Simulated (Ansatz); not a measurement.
Reaction: H3SiO2 (SMILES [O][SiH2]O, doublet) → H3SiO2 (SMILES O[SiH]O, doublet)
Each species at its own B3LYP-D3(BJ)/def2-TZVP minimum (Ansatz, a program for electronic structure), one conformer.

Quantity: isomerisation energy (electronic), in kcal/mol. Open shells are spin-unrestricted; no spin-orbit coupling. Correlated methods leave the cores frozen. Rows without X2C or -DK are non-relativistic. CBS(X,Y): correlation extrapolated as X^-3, Hartree-Fock from the larger set. A bracket is a step between two methods taken in the basis named. Functionals run without relativity, which enters their misses. '+ core + X2C': CCSD(T) terms for core correlation (cc-pwCVTZ, 1s frozen past Ne) and scalar relativity (cc-pVTZ-DK).

```
level                                                                                 program  isomerisation energy (kcal/mol)  difference against the last row
------------------------------------------------------------------------------------  -------  -------------------------------  -------------------------------
r2SCAN/def2-TZVPD                                                                      Ansatz                            -24.5                              1.7
MP2/cc-pV(T+d)Z                                                                        Ansatz                            -32.2                             -6.0
CCSD/cc-pV(T+d)Z                                                                       Ansatz                            -23.1                              3.1
CCSD(T)/cc-pV(Q+d)Z                                                                    Ansatz                            -25.7                              0.5
CCSDT(Q)/cc-pV(D+d)Z                                                                   Ansatz                            -20.0                              6.2
CCSD(T)/CBS(cc-pV(T+d)Z,cc-pV(Q+d)Z) + [CCSDT(Q) - CCSD(T)]/cc-pV(D+d)Z + core + X2C   Ansatz                            -26.2                              0.0
```
